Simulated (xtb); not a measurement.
BH, SMILES [BH] (connectivity only; charge and spin as stated), neutral, multiplicity 1. All values are semi-empirical tight-binding results from xtb (GFN2-xTB unless named), good for trends rather than for accurate numbers. The structure is a stationary point at GFN2-xTB.

Optimised geometry:

Bond lengths (Å): B1–H2 1.165.

The point group as xtb finds it is C∞v, the orbital gap is 1.47 eV and the dipole moment is 1.63 D. The static polarisability (D4 model) comes out as 20.6 bohr³. The solvation energy, GFN2-xTB/ALPB(water) is -2.0 kcal/mol and the solvation energy, GFN2-xTB/ALPB(toluene) is -1.7 kcal/mol.

Task: Give the IR lines (harmonic; lines under 4 % of the strongest left out, lines within 3 cm⁻¹ merged). (An estimate is asked for; the answer gives what the named calculation found.)

Result: ν (cm⁻¹): 2716 (vs) (against the strongest line: vs over 80 %, s over 45 %, m over 15 %, w over 4 %, vw less)

Task: Give the atomic charges. (Estimate from the structure and the level; the computed values follow.)

Result: charges (e) B1 0.15, H2 -0.15.
